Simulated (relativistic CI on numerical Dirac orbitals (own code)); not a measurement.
## Hyperfine structure of Ir36+, mass number 193

Calculated at this level of theory: Dirac-Coulomb-Breit CI, separate exchange-only KLI orbitals for each configuration, model QED, unscaled Slater integrals (own radial code, finite nucleus).

CI space (outside the closed core [Ar] 3d10): 4s²4p⁶4d⁵, 4s²4p⁶4d⁴4f, 4s²4p⁵4d⁶, 4s4p⁶4d⁵4f, 4p⁶4d⁷, 4p⁵4d⁸, 4s²4p⁶4d³5s², 4s²4p⁶4d²4f5s², 4s4p⁶4d³4f5s². Double excitations out of closed p, d and f shells are left out; levels of such configurations are missing from the list, as are those of other unlisted configurations, and high levels can miss mixing partners.

Nuclear spin I = 3/2, μ = 0.163 μN, Q = 0.751 b (tables of Stone and Pyykkö). The electronic factors are computed for point nuclear moments, without core polarisation or the Bohr-Weisskopf and QED corrections.

```csv
Level,E (eV),A (MHz),B (MHz)
4s²4p⁶4d⁵ ²D3/2,34.3312,3137,-17200
4s²4p⁶4d⁵ ⁴D7/2,41.2866,1236,-1390
4s²4p⁶4d⁵ ²I11/2,41.8311,1798,439
4s²4p⁶4d⁵ ⁴G9/2,42.6810,1554,-2450
```

Levels with J = 0, under 50 % of one LS term, or S terms without an open s electron are left out. Small factors come from cancelling terms and can be off by tens of per cent or more.

At this charge energies of transitions that change n are usually good to better than 1 %, and those within a shell (Δn = 0) to a few per cent. Terms inside the open d or f shell come out 10 to 20 % too wide with unscaled integrals.

Q: Give the hyperfine levels of 4s²4p⁶4d⁵ ²D3/2 relative to its centre of gravity.

A: With K = F(F + 1) − I(I + 1) − J(J + 1), E = AK/2 + B[¾K(K + 1) − I(I + 1)J(J + 1)]/[2I(2I − 1)J(2J − 1)]: F = 0: -33250, F = 1: -12920, F = 2: 10540, F = 3: 2761 MHz.

LS names give the leading component of a level, which can be under half, so a name can repeat, a term be missing and a line seem to break the LS rules.
